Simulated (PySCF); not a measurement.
Level of theory: PBE0/[W def2-TZVP with ECP60, O def2-TZVP], scalar-relativistic core potentials, density fitting, no spin–orbit coupling, PySCF.

Each entry is the lowest minimum that a search over a few typed start shapes (and spin states, where more than one is plausible) found, or that minimum re-optimised at the stated level; isomers with ligand–ligand bonds, or fragments after loss of a ligand pair, can lie lower. Open shells are unrestricted.

WO₂⁺ is a doublet of C2v symmetry with W–O 1.662 Å (×2); O–W–O 103.0°. Its wavenumbers are 404, 1062, 1123 cm⁻¹.

Question: What changes when one electron is removed, giving WO₂²⁺?

Answer: It costs 16.86 eV between the minima (16.87 eV with zero-point energy). WO₂²⁺ is a singlet of C2v symmetry with W–O 1.638 Å (×2); O–W–O 101.4°; wavenumbers 445, 1104, 1160 cm⁻¹.

With an element this heavy the missing spin–orbit coupling can shift these numbers.
